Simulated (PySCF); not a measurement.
CH$_{4}$Al (SMILES [CH3][AlH]), doublet, at a GFN2-xTB geometry (such geometries of metal compounds can be far from the true shape) (the spin is typed, not shown lowest); CCSD(T)/cc-pVDZ run with PySCF.

Here is a job for PySCF.
```python
from pyscf import gto, scf, cc

mol = gto.M(
    atom='''
Al   -0.25938545   -0.75214375   -0.12018737
C     0.48446229    1.07227152    0.27095453
H     0.30438004    1.37560530    1.30985890
H     0.05669362    1.85748580   -0.36295771
H     1.57107571    1.10460145    0.12062044
H    -1.46691236   -0.99345282   -1.13081309
''',
    basis='cc-pvdz',
    spin=1,
    verbose=4,
)

mf = scf.UHF(mol)
mf.kernel()

mycc = cc.CCSD(mf)
mycc.kernel()
et = mycc.ccsd_t()
print('E(CCSD(T)) = %.10f' % (mycc.e_tot + et))
```

Question: Predict the main parts of the log of this PySCF run.

Answer: 
```
PySCF version 2.14.0

[INPUT] verbose = 4
[INPUT] num. atoms = 6
[INPUT] num. electrons = 23
[INPUT] charge = 0
[INPUT] spin (= nelec alpha-beta = 2S) = 1
[INPUT] symmetry False subgroup None
[INPUT] Mole.unit = angstrom
[INPUT] Symbol           X                Y                Z      unit          X                Y                Z       unit  Magmom
[INPUT]  1 Al    -0.259385450000  -0.752143750000  -0.120187370000 AA   -0.490167461197  -1.421345693803  -0.227121212932 Bohr   0.0
[INPUT]  2 C      0.484462290000   1.072271520000   0.270954530000 AA    0.915501045780   2.026299503971   0.512029853910 Bohr   0.0
[INPUT]  3 H      0.304380040000   1.375605300000   1.309858900000 AA    0.575194913384   2.599517272500   2.475274582824 Bohr   0.0
[INPUT]  4 H      0.056693620000   1.857485800000  -0.362957710000 AA    0.107135414810   3.510139442269  -0.685890666699 Bohr   0.0
[INPUT]  5 H      1.571075710000   1.104601450000   0.120620440000 AA    2.968902812857   2.087394217297   0.227939596625 Bohr   0.0
[INPUT]  6 H     -1.466912360000  -0.993452820000  -1.130813090000 AA   -2.772062609139  -1.877353747477  -2.136927038173 Bohr   0.0

nuclear repulsion = 43.7426461521779
number of shells = 22
number of NR pGTOs = 95
number of NR cGTOs = 52
basis = cc-pvdz
ecp = {}

******** <class 'pyscf.scf.uhf.UHF'> ********
method = UHF
initial guess = minao
damping factor = 0
level_shift factor = 0
DIIS = <class 'pyscf.scf.diis.CDIIS'>
diis_start_cycle = 1
diis_space = 8
diis_damp = 0
SCF conv_tol = 1e-09
SCF conv_tol_grad = None
SCF max_cycles = 50
direct_scf = True
direct_scf_tol = 1e-13
number electrons alpha = 12  beta = 11
Set gradient conv threshold to 3.16228e-05
init E= -281.903352512661

cycle= 1 E= -282.039215775104  delta_E= -0.136  |g|= 0.151  |ddm|= 1.41
cycle= 2 E= -282.066827950762  delta_E= -0.0276  |g|= 0.0498  |ddm|= 0.34
cycle= 3 E= -282.071660480749  delta_E= -0.00483  |g|= 0.019  |ddm|= 0.167
cycle= 4 E= -282.072257139651  delta_E= -0.000597  |g|= 0.00764  |ddm|= 0.0508
cycle= 5 E= -282.072419346995  delta_E= -0.000162  |g|= 0.00337  |ddm|= 0.0297
cycle= 6 E= -282.072456255019  delta_E= -3.69e-05  |g|= 0.00137  |ddm|= 0.0141
cycle= 7 E= -282.072461990214  delta_E= -5.74e-06  |g|= 0.000413  |ddm|= 0.00549
cycle= 8 E= -282.072462439508  delta_E= -4.49e-07  |g|= 0.000138  |ddm|= 0.00143
cycle= 9 E= -282.072462485158  delta_E= -4.56e-08  |g|= 5.51e-05  |ddm|= 0.000465
cycle= 10 E= -282.072462492893  delta_E= -7.74e-09  |g|= 2.05e-05  |ddm|= 0.000182
cycle= 11 E= -282.072462494036  delta_E= -1.14e-09  |g|= 6.63e-06  |ddm|= 7.56e-05
cycle= 12 E= -282.072462494162  delta_E= -1.26e-10  |g|= 2.47e-06  |ddm|= 2.31e-05
Extra cycle  E= -282.072462494174  delta_E= -1.21e-11  |g|= 1.58e-06  |ddm|= 5.15e-06
converged SCF energy = -282.072462494174  <S^2> = 0.75349664  2S+1 = 2.0034936

******** <class 'pyscf.cc.uccsd.UCCSD'> ********
CC2 = 0
CCSD nocc = (np.int64(12), np.int64(11)), nmo = (52, 52)
max_cycle = 50
direct = 0
conv_tol = 1e-07
conv_tol_normt = 1e-06
diis_space = 6
diis_start_cycle = 0
diis_start_energy_diff = 1e+09
Init t2, MP2 energy = -0.207994811052751
Init E_corr(UCCSD) = -0.207994811056422
cycle = 1  E_corr(UCCSD) = -0.229649025617232  dE = -0.0216542146  norm(t1,t2) = 0.0592292
cycle = 2  E_corr(UCCSD) = -0.235881047659636  dE = -0.00623202204  norm(t1,t2) = 0.0217167
cycle = 3  E_corr(UCCSD) = -0.238947455208556  dE = -0.00306640755  norm(t1,t2) = 0.0107645
cycle = 4  E_corr(UCCSD) = -0.238997064314597  dE = -4.9609106e-05  norm(t1,t2) = 0.00305247
cycle = 5  E_corr(UCCSD) = -0.238899397146727  dE = 9.76671679e-05  norm(t1,t2) = 0.00137493
cycle = 6  E_corr(UCCSD) = -0.238907387912572  dE = -7.99076584e-06  norm(t1,t2) = 0.000483914
cycle = 7  E_corr(UCCSD) = -0.238915882459526  dE = -8.49454695e-06  norm(t1,t2) = 0.000165931
cycle = 8  E_corr(UCCSD) = -0.238915361136927  dE = 5.213226e-07  norm(t1,t2) = 6.45111e-05
cycle = 9  E_corr(UCCSD) = -0.238915326855885  dE = 3.42810416e-08  norm(t1,t2) = 2.85853e-05
cycle = 10  E_corr(UCCSD) = -0.238915027651628  dE = 2.99204257e-07  norm(t1,t2) = 1.0627e-05
cycle = 11  E_corr(UCCSD) = -0.238914805679868  dE = 2.21971759e-07  norm(t1,t2) = 5.15807e-06
cycle = 12  E_corr(UCCSD) = -0.238914743365736  dE = 6.23141317e-08  norm(t1,t2) = 2.66365e-06
cycle = 13  E_corr(UCCSD) = -0.238914715628982  dE = 2.77367545e-08  norm(t1,t2) = 1.75061e-06
cycle = 14  E_corr(UCCSD) = -0.238914711627619  dE = 4.00136344e-09  norm(t1,t2) = 9.60481e-07
UCCSD converged
E(UCCSD) = -282.3113772058012  E_corr = -0.2389147116276186
UCCSD(T) correction = -0.00604625432578945
E(CCSD(T)) = -282.3174234601
```
